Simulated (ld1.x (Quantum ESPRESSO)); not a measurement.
Ranking TM potentials for gallium (Ga)

All share these settings but for the change named:

gallium, norm-conserving Troullier–Martins (Kleinman–Bylander form), made with ld1.x (Quantum ESPRESSO) 7.5 (PBEsol, fully relativistic). Core [Ar], reference 3d10 4s2 4p1. Waves: 4s (bound): rc 1.50 bohr; 4p (bound): rc 1.80 bohr; 3d (bound): rc 0.90 bohr; 4f channel at 0.05 Ry: rc 1.65 bohr. Local part: all-electron potential smoothed inside 1.15 bohr (lloc = -2). Core correction: none.

Open shells are filled in proportion to 2j + 1 (rel_dist='average').

Test errors are all-electron minus pseudo excitation energies from the reference, over 3d10 4s2 4p0; 3d10 4s1 4p0; 3d10 4s0 4p0; 3d9 4s2 4p1; 3d10 4s0 4p3; 3d10 4s1 4p1; 3d9 4s0 4p0. None of these files shows a bound ghost.

The base gives 97.9 meV.

Of 11 variants that were run, those that failed, showed a ghost or another fault, or gave nearly equal values are left out.

A variant can come out equal or close to the base, since the largest error may sit in a test that the change hardly touches while other tests move.

(1) Rank these variants by their largest absolute test error, smallest first.
A. local potential all-electron potential smoothed inside 1.72 bohr (lloc = -2)
B. core correction a·sin(br)/r model core inside 1.02 bohr
C. local potential the s channel
D. wave 4f channel at 0.05 Ry: rc 1.65 bohr becomes 4f channel at 0.26 Ry: rc 1.65 bohr

## Answers

(1) D (97.9 meV), B (166.2 meV), A (366.9 meV), C (621.6 meV).
